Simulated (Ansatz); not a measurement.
C2S2NO4F6, that is bistriflimide with one electron fewer. Total charge 0; doublet. Geometry PBE-D4/def2-SVP, that of the charge -1 singlet; atoms count from 1.

Cartesian coordinates in Å:
```
O -0.123 2.632 0.737
S 0.244 1.199 0.736
O -0.054 0.367 1.924
N -0.142 0.581 -0.723
S -0.287 -1.027 -0.954
O 0.437 -1.915 -0.015
O -0.215 -1.289 -2.408
C -2.115 -1.319 -0.548
F -2.421 -0.903 0.691
F -2.392 -2.640 -0.631
F -2.913 -0.672 -1.420
C 2.137 1.233 0.659
F 2.630 1.669 1.840
F 2.647 0.014 0.416
F 2.567 2.071 -0.305
```

**Question.** Estimate the Mulliken populations from the PBE0/def2-SVP orbitals of Ansatz.

**Answer.** 
```
atom  charge (e)  spin (α − β)
  O1       -0.37          0.10
  S2        0.79         -0.08
  O3       -0.33          0.23
  N4       -0.40          0.43
  S5        0.79         -0.08
  O6       -0.33          0.23
  O7       -0.37          0.11
  C8        0.57          0.02
  F9       -0.15          0.01
 F10       -0.16          0.00
 F11       -0.15          0.00
 C12        0.57          0.02
 F13       -0.16          0.00
 F14       -0.15          0.01
 F15       -0.15          0.00
```
Mulliken values depend strongly on the basis.

**Question.** Where does the spin sit?

**Answer.** Summed by element: O 0.66, S -0.17, N 0.43, C 0.04, F 0.03, of 1 unpaired in all. Largest on single atoms: N4 0.43, O6 0.23, O3 0.23.

**Question.** And the Mayer bond orders between heavy atoms (over 0.3)?

**Answer.** O1–S2 1.69 (1.48 Å); S2–O3 1.62 (1.48 Å); S2–N4 1.02 (1.63 Å); S2–C12 0.70 (1.89 Å); N4–S5 1.02 (1.63 Å); S5–O6 1.62 (1.48 Å); S5–O7 1.69 (1.48 Å); S5–C8 0.70 (1.89 Å); C8–F9 1.12 (1.34 Å); C8–F10 1.12 (1.35 Å); C8–F11 1.12 (1.35 Å); C12–F13 1.12 (1.35 Å); C12–F14 1.12 (1.34 Å); C12–F15 1.12 (1.35 Å).
